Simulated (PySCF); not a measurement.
Harmonic spectrum computed at PBE0 in the def2-SVP basis family (core potentials from Rb on, PySCF, no spin–orbit coupling):

| symmetry | ω (cm⁻¹) | IR (km/mol) |
| --- | --- | --- |
| a1 | 41 | 14.1 |
| b1 | 53 | 16.9 |
| b2 | 106 | 19.5 |
| a2 | 123 | 0.0 |
| a1 | 139 | 6.4 |
| b2 | 488 | 32.0 |
| a1 | 511 | 13.2 |
| b1 | 573 | 59.5 |
| a1 | 574 | 37.5 |

**Question.** Which molecule gave it? In each, all ligands are bound to the one heavy central atom.
A. IF₄ (doublet)
B. SnF₄ (singlet)
C. SbF₄ (doublet)
D. BiF₄ (doublet)
E. TeF₄ (singlet)

**Answer.** D. It has C2v symmetry with Bi–F 2.028 Å (×2), Bi–F 2.072 Å (×2).
